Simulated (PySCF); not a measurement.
# Calculated properties of `O=S1CCCCC1`

Compound: C₅H₁₀OS.
Z-matrix (Å and degrees, GFN2-xTB geometry), rows numbered from 1:
```
O 
S   1  1.4639
C   2  1.8520  1  106.03
C   3  1.5163  2  109.61  1  -170.01
C   4  1.5267  3  111.82  2    66.67
C   5  1.5266  4  111.91  3   -61.06
C   6  1.5162  5  111.81  4    61.08
H   3  1.0896  2  106.22  1    69.28
H   3  1.0891  2  107.64  1   -47.20
H   4  1.0929  3  109.48  2  -172.04
H   4  1.0927  3  108.94  2   -54.49
H   5  1.0915  4  109.25  3   177.79
H   5  1.0926  4  109.36  3    60.30
H   6  1.0928  5  109.31  4  -177.52
H   6  1.0926  5  109.50  4   -59.76
H   7  1.0890  2  107.69  1    47.22
H   7  1.0896  2  106.25  1   -69.31
```

Among its groups: sulfoxide.

**GFN2-xTB geometry**

| Item | Value |
| --- | --- |
| Point group of the GFN2-xTB geometry | Cs |
| Rotational constants A, B, C of the GFN2-xTB geometry | 3.907, 1.885, 1.422 GHz |

**PBE0/def2-SVPD ground state and vertical TDDFT (core frozen in the response) (PySCF)**

| Property | Result |
| --- | --- |
| Dipole moment | 4.57 D |
| HOMO energy | -6.60 eV |
| LUMO energy | 0.36 eV |
| HOMO–LUMO gap | 6.96 eV |
| Lowest singlet excitation | 5.69 eV (218 nm, f = 0.008) |
| Strongest line among the 8 lowest singlet transitions | S4 at 6.49 eV (191 nm, f = 0.063) |
| Lowest triplet excitation (Tamm–Dancoff) | 5.03 eV |
| Static isotropic polarisability | 81.4 au |
| Electronic spatial extent ⟨r²⟩ about the centre of nuclear charge | 898 bohr² |

From PBE0/pcSseg-1 ground state and GIAO shieldings, non-relativistic (PySCF):

| Property | Result |
| --- | --- |
| Lowest Hirshfeld atomic charge | -0.38 e on O1 |
| Highest Hirshfeld atomic charge | +0.33 e on S2 |
| 13C chemical shifts (computed TMS as zero) by class | 63.1 (C3/C7), 30.5 (C5), 26.5 (C4/C6) ppm |
| 1H chemical shifts (computed TMS as zero) by class | 3.19 (H8/H17), 2.43 (H9/H16), 1.96 (H10/H14), 1.65 (H12), 1.39 (H11/H15), 1.20 (H13) ppm |
| Isotropic shieldings of nuclei other than C and H, by class | 264 (O1), 176 (S2) ppm |
| Mayer bond orders between heavy atoms | O1–S2 1.54, S2–C3 0.87, C3–C4 1.01, C4–C5 1.03, C5–C6 1.03, C6–C7 1.01, C7–S2 0.87 |

Monoisotopic mass from the formula: 118.0452 u.

S1 lies 1.27 eV below the HOMO–LUMO gap; its leading configuration is HOMO→LUMO, weight 0.70. The largest Löwdin shares of the HOMO are 0.50 on O1, 0.30 on S2, 0.07 on C3 and 0.07 on C7. The rotational constants make it an asymmetric top with κ = (2B − A − C)/(A − C) = -0.63, nearer the prolate limit (−1). The polarisability is 12.06 Å³ as a volume (1 au = 0.148185 Å³), or 1.27 au for each of the 64 electrons.

Geometry: GFN2-xTB, one conformer, isolated molecule.

For the NMR shielding job (PBE0/pcSseg-1), time: 26 s wall. Hardware: one thread of an Arm Neoverse V1, on a shared host.
